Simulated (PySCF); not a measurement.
PySCF job for Ga(Me)2(NH3) (C₂H₉GaN), SMILES [CH3][Ga+]([CH3])<-[NH3] (connectivity only; charge and spin as stated), charge +1, multiplicity 1, TPSSh-D3(BJ)/def2-SVP. Geometry: TPSSh-D3(BJ)/def2-SVP. The spin state was assumed, not searched. The isomer is the one that the SMILES or the coordinates give; other isomers of the formula were not compared.

```python
import numpy as np
from pyscf import gto, scf, dft, df
from pyscf.hessian import thermo

mol = gto.M(
    atom='''
    Ga    0.01188247    0.21177293    0.05219920
    C     1.42934561    0.92806483   -1.06087413
    H     2.38509678    0.43703267   -0.81423759
    H     1.53584261    2.01072633   -0.90274116
    H     1.20829887    0.74170138   -2.12446049
    C    -1.35906778    0.46869081    1.39988221
    H    -2.34044436    0.15342619    1.00970873
    H    -1.41576666    1.52566430    1.69678523
    H    -1.12903033   -0.13865179    2.29072916
    N    -0.09466479   -1.85327478   -0.45082074
    H    -0.80137241   -2.02998594   -1.17733858
    H    -0.35879338   -2.44680208    0.34552276
    H     0.78879865   -2.22568233   -0.82044663
    ''',
    basis='def2-SVP',
    charge=1,
    spin=0,
    max_memory=1600,
    verbose=3,
)
mf = dft.RKS(mol, xc='tpssh').density_fit(auxbasis='def2-universal-jkfit')
mf.disp = 'd3bj'
mf.grids.level = 4
mf.conv_tol = 1e-11
mf.max_cycle = 100
mf.kernel()

# [left out here: the lines that compute and print the analytic Hessian (its translational invariance restored by hand, since the grid's response is missing), thermochemistry and intensities]
```

Program output:

```
[...]
      11   H                -0.07  0.29  0.13    0.04  0.08  0.05   -0.01 -0.02 -0.01
      12   H                -0.08 -0.34 -0.01    0.03  0.05  0.06   -0.01 -0.03 -0.01
Mode                                15                  16                  17
Irrep
Freq [cm^-1]                     1245.9234           1249.7223           1311.5277
Reduced mass [au]                   1.2234              1.1953              1.1810
Force const [Dyne/A]                1.1189              1.0999              1.1968
Char temp [K]                    1792.6063           1798.0722           1886.9964
Normal mode                   x     y     z       x     y     z       x     y     z
       0  Ga                -0.00 -0.00  0.00   -0.00  0.00  0.00   -0.00  0.00  0.00
       1   C                 0.07  0.03 -0.05   -0.06 -0.03  0.05    0.00  0.00 -0.00
       2   H                -0.15 -0.20  0.28    0.15  0.19 -0.27   -0.01 -0.01  0.03
       3   H                -0.28  0.01  0.25    0.26 -0.01 -0.23   -0.01 -0.00  0.02
       4   H                -0.34 -0.15  0.08    0.32  0.15 -0.08   -0.03 -0.01  0.01
       5   C                 0.06 -0.01 -0.06    0.06 -0.01 -0.06   -0.00 -0.00  0.00
       6   H                -0.13  0.07  0.32   -0.14  0.08  0.35    0.01 -0.00 -0.03
       7   H                -0.26 -0.09  0.22   -0.27 -0.10  0.24    0.02  0.00 -0.01
       8   H                -0.31  0.11  0.13   -0.33  0.13  0.15    0.03 -0.00 -0.01
       9   N                 0.00  0.00 -0.00   -0.00 -0.01 -0.00   -0.01 -0.10 -0.03
      10   H                 0.00 -0.00 -0.00   -0.01  0.03 -0.00   -0.12  0.51 -0.02
      11   H                 0.00 -0.00 -0.00   -0.01  0.02  0.02   -0.02  0.42  0.32
      12   H                 0.00  0.00  0.00    0.02  0.03 -0.00    0.24  0.47  0.06
Mode                                18                  19                  20
Irrep
Freq [cm^-1]                     1428.9996           1436.3776           1438.4501
Reduced mass [au]                   1.0525              1.0473              1.0566
Force const [Dyne/A]                1.2664              1.2731              1.2882
Char temp [K]                    2056.0123           2066.6276           2069.6094
Normal mode                   x     y     z       x     y     z       x     y     z
       0  Ga                 0.00  0.00 -0.00   -0.00 -0.00 -0.00    0.00  0.00 -0.00
       1   C                 0.00 -0.04 -0.01    0.00 -0.04 -0.01   -0.03  0.01 -0.03
       2   H                 0.04  0.24  0.37    0.04  0.24  0.38    0.12  0.31  0.03
       3   H                 0.18 -0.02 -0.19    0.20 -0.02 -0.18    0.34 -0.09  0.37
       4   H                -0.30  0.34 -0.01   -0.31  0.33 -0.01   -0.07 -0.31  0.04
       5   C                 0.00  0.04  0.00   -0.01 -0.04 -0.00    0.03 -0.01  0.03
       6   H                 0.04 -0.39  0.24   -0.04  0.37 -0.25   -0.10  0.28  0.11
       7   H                 0.20  0.08 -0.15   -0.19 -0.09  0.16   -0.34  0.09 -0.37
       8   H                -0.32 -0.28 -0.13    0.32  0.29  0.13    0.04 -0.28 -0.17
       9   N                -0.00  0.00  0.00    0.00  0.00  0.00    0.00  0.00 -0.00
      10   H                 0.00 -0.00 -0.00    0.00 -0.02  0.00   -0.02 -0.00  0.01
      11   H                 0.00  0.00  0.00   -0.02 -0.01 -0.01   -0.01 -0.01 -0.01
      12   H                -0.00 -0.00 -0.00   -0.01 -0.00 -0.02    0.01  0.00  0.01
Mode                                21                  22                  23
Irrep
Freq [cm^-1]                     1444.9879           1637.6464           1639.5381
Reduced mass [au]                   1.0512              1.0543              1.0571
Force const [Dyne/A]                1.2932              1.6659              1.6742
Char temp [K]                    2079.0159           2356.2085           2358.9303
Normal mode                   x     y     z       x     y     z       x     y     z
       0  Ga                 0.00 -0.00  0.00    0.00  0.00 -0.00   -0.00 -0.00 -0.00
       1   C                 0.03 -0.01  0.03    0.00  0.00  0.00    0.00 -0.00 -0.00
       2   H                -0.12 -0.30 -0.01   -0.01 -0.01  0.00    0.00  0.01  0.01
       3   H                -0.33  0.09 -0.37   -0.01  0.00 -0.01    0.01 -0.00 -0.00
       4   H                 0.07  0.32 -0.05    0.00  0.01 -0.00   -0.01  0.01  0.00
       5   C                 0.03 -0.01  0.03   -0.00 -0.00 -0.00   -0.00 -0.00 -0.00
       6   H                -0.11  0.29  0.11    0.00 -0.01 -0.00    0.00  0.01 -0.01
       7   H                -0.35  0.08 -0.36    0.01 -0.00  0.01    0.00 -0.00  0.01
       8   H                 0.05 -0.27 -0.17   -0.01  0.01  0.00    0.00  0.01  0.01
       9   N                -0.00  0.00 -0.00    0.04  0.01 -0.04   -0.04  0.01 -0.04
      10   H                -0.00 -0.01 -0.00   -0.49 -0.12  0.51   -0.13  0.30  0.01
      11   H                 0.01  0.01  0.01   -0.39 -0.14 -0.27    0.59 -0.21  0.01
      12   H                 0.01  0.01  0.01    0.24  0.17  0.32    0.11 -0.28  0.60
Mode                                24                  25                  26
Irrep
Freq [cm^-1]                     3036.1334           3037.4156           3131.5698
Reduced mass [au]                   1.0336              1.0336              1.1009
Force const [Dyne/A]                5.6135              5.6186              6.3608
Char temp [K]                    4368.3200           4370.1648           4505.6317
Normal mode                   x     y     z       x     y     z       x     y     z
       0  Ga                -0.00 -0.00  0.00   -0.00  0.00  0.00    0.00 -0.00 -0.00
       1   C                 0.03  0.00 -0.02   -0.02 -0.00  0.02    0.04 -0.01  0.05
       2   H                -0.40  0.21 -0.11    0.35 -0.18  0.10   -0.45  0.23 -0.11
       3   H                -0.02 -0.35 -0.06    0.02  0.30  0.05    0.01  0.02  0.01
       4   H                 0.10  0.08  0.44   -0.09 -0.07 -0.38   -0.10 -0.09 -0.50
       5   C                 0.02  0.00 -0.02    0.03  0.00 -0.02   -0.04  0.01 -0.04
       6   H                -0.35 -0.11 -0.15   -0.40 -0.13 -0.17    0.38  0.13  0.14
       7   H                -0.01  0.30  0.08   -0.01  0.35  0.09   -0.01 -0.02 -0.01
       8   H                 0.09 -0.22  0.32    0.11 -0.26  0.37    0.08 -0.24  0.34
       9   N                 0.00  0.00 -0.00   -0.00 -0.00 -0.00    0.00  0.00 -0.00
      10   H                -0.00 -0.00  0.00    0.00  0.00  0.00   -0.00 -0.00  0.00
      11   H                 0.00 -0.00 -0.00    0.00 -0.00 -0.00   -0.00 -0.00 -0.00
      12   H                -0.00  0.00  0.00   -0.00 -0.00  0.00    0.00  0.00  0.00
Mode                                27                  28                  29
Irrep
Freq [cm^-1]                     3132.6202           3159.8412           3160.1100
Reduced mass [au]                   1.1024              1.1032              1.1035
Force const [Dyne/A]                6.3741              6.4898              6.4929
Char temp [K]                    4507.1430           4546.3079           4546.6947
Normal mode                   x     y     z       x     y     z       x     y     z
       0  Ga                -0.00  0.00 -0.00    0.00  0.00 -0.00   -0.00  0.00  0.00
       1   C                -0.04  0.01 -0.04    0.00 -0.04 -0.02   -0.01  0.07  0.03
       2   H                 0.37 -0.19  0.09   -0.13  0.06 -0.04    0.22 -0.10  0.06
       3   H                -0.01 -0.02 -0.01    0.04  0.41  0.06   -0.07 -0.71 -0.10
       4   H                 0.08  0.08  0.41    0.04  0.02  0.16   -0.06 -0.04 -0.28
       5   C                -0.05  0.01 -0.05    0.01  0.08  0.01    0.01  0.04  0.00
       6   H                 0.46  0.15  0.18   -0.26 -0.07 -0.11   -0.15 -0.04 -0.06
       7   H                -0.01 -0.02 -0.02    0.04 -0.70 -0.20    0.02 -0.40 -0.11
       8   H                 0.10 -0.29  0.42    0.06 -0.13  0.21    0.03 -0.07  0.12
       9   N                 0.00 -0.00  0.00    0.00 -0.00 -0.00   -0.00 -0.00 -0.00
      10   H                -0.00  0.00 -0.00    0.00 -0.00  0.00    0.00 -0.00  0.00
      11   H                -0.00 -0.00 -0.00    0.00 -0.00  0.00    0.00 -0.00 -0.00
      12   H                -0.00 -0.00 -0.00   -0.00 -0.00  0.00    0.00 -0.00 -0.00
Mode                                30                  31                  32
Irrep
Freq [cm^-1]                     3406.2368           3505.0960           3517.4185
Reduced mass [au]                   1.0313              1.0890              1.0912
Force const [Dyne/A]                7.0498              7.8830              7.9543
Char temp [K]                    4900.8163           5043.0527           5060.7820
Normal mode                   x     y     z       x     y     z       x     y     z
       0  Ga                -0.00 -0.00 -0.00    0.00  0.00  0.00    0.00  0.00 -0.00
       1   C                 0.00  0.00 -0.00    0.00  0.00  0.00   -0.00  0.00  0.00
       2   H                -0.00  0.00  0.00    0.00  0.00  0.00    0.00  0.00  0.00
       3   H                 0.00 -0.00 -0.00    0.00  0.00 -0.00    0.00 -0.00 -0.00
       4   H                -0.00  0.00  0.00   -0.00 -0.00 -0.00   -0.00  0.00 -0.00
       5   C                -0.00  0.00  0.00    0.00  0.00  0.00   -0.00 -0.00  0.00
       6   H                 0.00  0.00  0.00   -0.00 -0.00 -0.00    0.00 -0.00  0.00
       7   H                -0.00 -0.00  0.00   -0.00 -0.00  0.00    0.00  0.00 -0.00
       8   H                -0.00  0.00 -0.00    0.00  0.00  0.00   -0.00 -0.00 -0.00
       9   N                -0.01 -0.04 -0.01    0.05 -0.02  0.05    0.06  0.01 -0.05
      10   H                 0.42  0.08  0.43   -0.52 -0.13 -0.53   -0.02 -0.01 -0.04
      11   H                 0.14  0.30 -0.44    0.13  0.26 -0.36   -0.16 -0.37  0.50
      12   H                -0.48  0.18  0.19   -0.32  0.13  0.15   -0.61  0.25  0.25
temperature 298.1500 [K]
pressure 101325.00 [Pa]
Rotational constants [GHz] 5.35488 4.17984 2.45157
Symmetry number 1
Zero-point energy (ZPE) 0.10993 [Eh]   288614.598 [J/mol]
                           tot       elec      trans        rot        vib
Entropy [J/mol/K]       363.263      0.000    168.119    109.512     85.631
Cv [J/mol/K]            105.576      0.000     12.472     12.472     80.632
Cp [J/mol/K]            113.890      0.000     20.786     12.472     80.632
Internal energy [J/mol]                      3718.434   3718.434 301671.147
Internal energy [Eh]   -2060.58134  -2060.69907
Enthalpy [J/mol]                             6197.391   3718.434 301671.147
Enthalpy [Eh]          -2060.58040
Gibbs free energy [J/mol]                  -43927.409 -28932.699 276140.156
Gibbs free energy [Eh] -2060.62165
mode   freq/cm-1   IR/(km/mol)
   1      -12.64         0.177
   2       71.37         0.000
   3       73.91         0.001
   4      143.13         1.950
   5      143.67         2.710
   6      150.02         1.320
   7      366.19        15.300
   8      541.33         2.584
   9      613.96        13.942
  10      614.80         0.685
  11      644.42         2.265
  12      653.92        40.826
  13      761.67        55.325
  14      769.00        60.962
  15      785.58        76.225
  16     1245.92         4.822
  17     1249.72         1.202
  18     1311.53       142.755
  19     1429.00         0.238
  20     1436.38         4.469
  21     1438.45         0.012
  22     1444.99        10.981
  23     1637.65        23.573
  24     1639.54        32.771
  25     3036.13         1.371
  26     3037.42         1.785
  27     3131.57         0.008
  28     3132.62         0.468
  29     3159.84         0.616
  30     3160.11         2.475
  31     3406.24        51.526
  32     3505.10        74.415
  33     3517.42        68.750
max |gradient| / (hartree/bohr): 5.711076160174833e-06
APT charges: [ 1.3025 -0.3325  0.037   0.0555  0.0363 -0.3329  0.0363  0.0556  0.0371
 -0.5478  0.2182  0.2174  0.2172]
```

The run converged. The end point has an imaginary mode, so it is no minimum.

Cost: very roughly 13 core-minutes.
